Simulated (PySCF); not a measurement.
C2H9AlOSi, charge -1, doublet, at a GFN2-xTB geometry (such geometries of metal compounds can be far from the true shape) (a state made from the parent by changing its charge; the spin is typed, not shown lowest). Base run: HF/3-21G in PySCF.

Here is a job for PySCF.
```python
from pyscf import gto, scf

mol = gto.Mole()
mol.atom = '''
    Al   -0.34881118    1.10957421    0.02588643
    C     1.57507863    1.93532482    0.01894674
    H     2.31333395    1.44510279    0.66935395
    H     1.54088226    2.98474538    0.34283830
    H     2.02336401    1.94741159   -0.98453090
    C    -0.91295206    1.10326809    2.04201371
    H    -1.89113415    0.62875202    2.20329754
    H    -1.01592447    2.13232368    2.41326227
    H    -0.22115536    0.60292991    2.73447405
    O    -0.22542362   -0.59625247   -0.52258112
    Si   -0.03155260   -2.12172623   -0.90871916
    H    -0.90794084   -3.00433504   -0.11069328
    H     1.35467161   -2.59695235   -0.73488805
    H    -0.38918583   -2.32181328   -2.33268279
'''
mol.basis = '3-21g'
mol.charge = -1
mol.spin = 1
mol.verbose = 4
mol.build()

mf = scf.UHF(mol)
mf.kernel()
```

The base run was repeated with changes; each row names its change, and settings that it needs were set with it.

```tsv
change	ΔE vs base (mEh)	fitting functions
base	0.000	-
auxbasis = cc-pvtz-ri	8.826	757
auxbasis = autoaux	1.306	516
auxbasis = even-tempered beta=1.6	1.385	599
auxbasis = def2-svp-ri	537.3	394
auxbasis = even-tempered beta=2.0	1.254	409
auxbasis = even-tempered beta=3.0	0.271	270
auxbasis = def2-universal-jkfit	0.263	645
auxbasis = def2-tzvp-ri	2.372	589
auxbasis = default (with mf = mf.density_fit())	0.263	645
```

A fitting set is made for a task (jfit for Coulomb, jkfit for Coulomb and exchange, ri for correlation) and for a family of orbital bases.

Open shells are given as the SCF converged; they aren't shown to be the lowest states, and a large step between rows can be another state.
